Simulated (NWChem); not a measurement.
System: AlH₂OCl; SMILES [OH][AlH][Cl]

The following NWChem deck was run.

```
start job
memory heap 200 mb stack 900 mb global 1100 mb
geometry units angstroms noautosym nocenter noautoz
  Al    -0.579326     0.608741     0.000000
  H     -2.143871     0.690281     0.000000
  Cl     0.418009    -1.244126     0.000000
  O      0.306567     2.049826     0.000000
  H      1.259132     2.154397     0.000000
end
basis spherical
  Al library def2-svpd
  H library def2-svpd
  Cl library def2-svpd
  O library def2-svpd
end
dft
  xc xpbe96 cpbe96
  iterations 150
end
property
  response 1 0.0
end
task dft property
```

NWChem printed, in part:

```
             Northwest Computational Chemistry Package (NWChem) 7.3.0
             --------------------------------------------------------

                             Geometry "geometry" -> ""
                             -------------------------

 Output coordinates in angstroms (scale by  1.889725989 to convert to a.u.)

  No.       Tag          Charge          X              Y              Z
 ---- ---------------- ---------- -------------- -------------- --------------
    1 Al                  13.0000    -0.57932600     0.60874100     0.00000000
    2 H                    1.0000    -2.14387100     0.69028100     0.00000000
    3 Cl                  17.0000     0.41800900    -1.24412600     0.00000000
    4 O                    8.0000     0.30656700     2.04982600     0.00000000
    5 H                    1.0000     1.25913200     2.15439700     0.00000000

 Effective nuclear repulsion energy (a.u.)     128.6457541870

  pbe96 is a nonlocal functional; adding pw91lda local functional.
                              NWChem Property Module
                              ----------------------

                                 NWChem DFT Module
                                 -----------------

 Summary of "ao basis" -> "ao basis" (spherical)
 ------------------------------------------------------------------------------
       Tag                 Description            Shells   Functions and Types
 ---------------- ------------------------------  ------  ---------------------
 Al                        def2-svpd                10       24   5s3p2d
 H                         def2-svpd                 4        8   2s2p
 Cl                        def2-svpd                11       27   5s4p2d
 O                         def2-svpd                 9       23   4s3p2d

            General Information
            -------------------
          SCF calculation type: DFT
          Wavefunction type:  closed shell.
          No. of atoms     :     5
          No. of electrons :    40
           Alpha electrons :    20
            Beta electrons :    20
          Charge           :     0
          Spin multiplicity:     1
          Use of symmetry is: off; symmetry adaption is: off
          Maximum number of iterations: 150
          AO basis - number of functions:    90
                     number of shells:    38
          Convergence on energy requested:  1.00D-06
          Convergence on density requested:  1.00D-05
          Convergence on gradient requested:  5.00D-04

              XC Information
              --------------
          PerdewBurkeErnzerhof Exchange Functional  1.000
            Perdew 1991 LDA Correlation Functional  1.000 local
           PerdewBurkeErnz. Correlation Functional  1.000 non-local

             Grid Information
             ----------------
          Grid used for XC integration:  medium
          Radial quadrature: Mura-Knowles
          Angular quadrature: Lebedev.
          Tag              B.-S. Rad. Rad. Pts. Rad. Cut. Ang. Pts.
          ---              ---------- --------- --------- ---------
          Al                  1.25       88          11.0       590
          H                   0.35       45          12.0       434
          Cl                  1.00       88          12.0       590
          O                   0.60       49          12.0       434
          Grid pruning is: on
          Number of quadrature shells:   315
          Spatial weights used:  Erf1

      Superposition of Atomic Density Guess
      -------------------------------------

 Sum of atomic energies:        -776.81409852

      Non-variational initial energy
      ------------------------------

 Total energy =    -777.310253
 1-e energy   =   -1330.887517
 2-e energy   =     424.931510
 HOMO         =      -0.422995
 LUMO         =      -0.005923

   convergence    iter        energy       DeltaE   RMS-Dens  Diis-err
 ---------------- ----- ----------------- --------- --------- ---------
 d= 0,ls=0.0,diis     1   -778.4178082279 -9.07D+02  2.70D-02  7.67D-01
 d= 0,ls=0.0,diis     2   -778.0427444631  3.75D-01  1.66D-02  4.21D+00
 d= 0,ls=0.0,diis     3   -778.4920668163 -4.49D-01  4.01D-03  7.55D-02
 d= 0,ls=0.0,diis     4   -778.4974323804 -5.37D-03  1.97D-03  2.67D-02
 d= 0,ls=0.0,diis     5   -778.5015258799 -4.09D-03  2.15D-04  3.79D-04
  Resetting Diis
 d= 0,ls=0.0,diis     6   -778.5015713700 -4.55D-05  3.55D-05  1.40D-05
 d= 0,ls=0.0,diis     7   -778.5015729089 -1.54D-06  2.26D-05  7.74D-07
 d= 0,ls=0.0,diis     8   -778.5015727100  1.99D-07  1.36D-05  2.82D-06
 d= 0,ls=0.0,diis     9   -778.5015730081 -2.98D-07  3.11D-06  1.04D-07

         Total DFT energy =     -778.501573008103
      One electron energy =    -1333.230295196437
           Coulomb energy =      481.917316782237
    Exchange-Corr. energy =      -55.834348780892
 Nuclear repulsion energy =      128.645754186988

 Numeric. integr. density =       40.000000224765

                       DFT Final Molecular Orbital Analysis
                       ------------------------------------

 Vector   18  Occ=2.000000D+00  E=-3.022216D-01
              MO Center= -4.4D-01,  7.9D-01,  3.2D-09, r^2= 3.9D+00
   Bfn.  Coefficient  Atom+Function         Bfn.  Coefficient  Atom+Function
  ----- ------------  ---------------      ----- ------------  ---------------
    65      0.336110  4 O  py                25     -0.267566  2 H  s
    45      0.243984  3 Cl py                 3     -0.233729  1 Al s
    68      0.212624  4 O  py                42      0.203940  3 Cl py
    64     -0.182030  4 O  px                44     -0.177864  3 Cl px
    63      0.168376  4 O  s                 41     -0.147272  3 Cl px

 Vector   19  Occ=2.000000D+00  E=-2.918415D-01
              MO Center=  3.3D-01,  7.6D-01, -3.8D-09, r^2= 3.4D+00
   Bfn.  Coefficient  Atom+Function         Bfn.  Coefficient  Atom+Function
  ----- ------------  ---------------      ----- ------------  ---------------
    66      0.482699  4 O  pz                46     -0.381919  3 Cl pz
    69      0.333046  4 O  pz                43     -0.299216  3 Cl pz
    40     -0.173090  3 Cl pz                72      0.092026  4 O  pz
    49     -0.065430  3 Cl pz                16      0.062370  1 Al d -1
    11      0.035963  1 Al pz

 Vector   20  Occ=2.000000D+00  E=-2.860561D-01
              MO Center=  1.0D-01, -3.4D-01, -3.5D-10, r^2= 3.5D+00
   Bfn.  Coefficient  Atom+Function         Bfn.  Coefficient  Atom+Function
  ----- ------------  ---------------      ----- ------------  ---------------
    44      0.457731  3 Cl px                41      0.356949  3 Cl px
    65      0.277850  4 O  py                45      0.236525  3 Cl py
    38      0.206252  3 Cl px                42      0.188636  3 Cl py
    68      0.166542  4 O  py                25      0.159592  2 H  s
    39      0.108756  3 Cl py                63      0.089700  4 O  s

 Vector   21  Occ=0.000000D+00  E=-6.033956D-02
              MO Center= -7.7D-01,  4.8D-01,  1.3D-08, r^2= 3.8D+00
   Bfn.  Coefficient  Atom+Function         Bfn.  Coefficient  Atom+Function
  ----- ------------  ---------------      ----- ------------  ---------------
    14      0.673952  1 Al pz                11      0.380044  1 Al pz
    46     -0.227240  3 Cl pz                66     -0.196975  4 O  pz
     8     -0.194224  1 Al pz                69     -0.161736  4 O  pz
    43     -0.146028  3 Cl pz                23      0.104040  1 Al d  1
    40     -0.080289  3 Cl pz                56      0.066289  3 Cl d -1

 Vector   22  Occ=0.000000D+00  E=-4.947609D-02
              MO Center=  9.6D-03,  7.1D-01, -5.4D-09, r^2= 6.4D+00
   Bfn.  Coefficient  Atom+Function         Bfn.  Coefficient  Atom+Function
  ----- ------------  ---------------      ----- ------------  ---------------
     5      0.650170  1 Al s                  4      0.465204  1 Al s
     3      0.360709  1 Al s                 70      0.318054  4 O  px
    36     -0.255663  3 Cl s                 84     -0.239335  5 H  s
    24     -0.227801  1 Al d  2              47      0.222201  3 Cl px
    45     -0.215771  3 Cl py                25     -0.211120  2 H  s

 Vector   23  Occ=0.000000D+00  E=-3.128397D-03
              MO Center= -1.6D-01,  1.1D+00,  2.0D-09, r^2= 8.0D+00
   Bfn.  Coefficient  Atom+Function         Bfn.  Coefficient  Atom+Function
  ----- ------------  ---------------      ----- ------------  ---------------
    37     -0.832066  3 Cl s                 70      0.833317  4 O  px
     5      0.762868  1 Al s                 13      0.621884  1 Al py
    24     -0.363853  1 Al d  2              84     -0.360357  5 H  s
    20     -0.350244  1 Al d -2              36      0.311517  3 Cl s
    22     -0.234463  1 Al d  0              10      0.218997  1 Al py

     Multipole analysis of the density
     ---------------------------------

     L   x y z        total         alpha         beta         nuclear
     -   - - -        -----         -----         ----         -------
     0   0 0 0     -0.000000    -20.000000    -20.000000     40.000000

     1   1 0 0      0.179107     -0.990153     -0.990153      2.159413
     1   0 1 0      0.252427     -5.549368     -5.549368     11.351163
     1   0 0 1      0.000000      0.000000      0.000000      0.000000

[...]

 DFT Linear Response polarizability / au
 Frequency  =       0.0000000 / au
              X              Y              Z
 -----------------------------------------------
 X      47.0785392     -2.7774313      0.0000000
 Y      -2.7774398     52.4374445     -0.0000000
 Z       0.0000000     -0.0000000     39.1237519
 -----------------------------------------------
 Eigenvalues =      45.8987702     53.6172134     39.1237519
 Isotropic   =      46.2132452
 Anisotropic =      12.5605666
 -----------------------------------------------

 Magnetic Dipole Response Matrix (nonzero elements):

 Exiting AOResponse driver routine
```

Level: PBE/def2-SVPD. The geometry was optimised at PBE0/def2-SVP.
